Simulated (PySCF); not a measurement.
AlI3, SMILES [I][Al]([I])[I].

The structure is a stationary point at B3LYP-D3(BJ)/def2-SVP. The isomer is the one that the SMILES or the coordinates give; other isomers of the formula were not compared. The def2 effective core potentials stand for the cores of I; spin–orbit coupling is left out.

The numbers are results of C-PCM-M06-2X/def2-SVP (PySCF), not measurements.

The values are the electrostatic part of the solvation free energy, E(continuum) − E(gas) at the gas-phase geometry, in a cavity of scaled van der Waals radii (PySCF's table); cavitation and dispersion terms are not included. A continuum can't describe solvent molecules that bind to the metal. In vacuum the orbital gap is 7.42 eV. The dipole moment in vacuum is 0.00 D.

```csv
solvent,ε,ΔG(elec) (kcal/mol),dipole (D),gap (eV)
water,78.36,-5.0,0.00,7.62
acetonitrile,35.69,-4.9,0.00,7.62
dichloromethane,8.93,-4.4,0.00,7.60
```
